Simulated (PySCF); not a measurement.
## Electron correlation in Ge (germanium, neutral)

[Ar] 3d10 4s2 4p1 5s1, high-spin 3P determinant (an excited configuration). Computed with PySCF 2.14 in aug-cc-pwCVDZ-PP with ECP10MDF (6s5p4d1f, 48 functions), with a scalar-relativistic core potential. Frozen: 3s2 3p6 3d10; 4 electrons correlated.

MP2 pair energies summed by pair of shells (mhartree):

```tsv
pair	energy	share (%)
4s-4s	-19.82	47.5
4s-4p	-13.83	33.1
4s-5s	-5.72	13.7
4p-5s	-2.39	5.7
```

Total MP2 correlation energy: -41.75 mhartree.

Same-spin part -6.27 and opposite-spin part -35.49 mhartree; SCS-MP2 scales them by 1/3 and 6/5 to -44.67 mhartree.
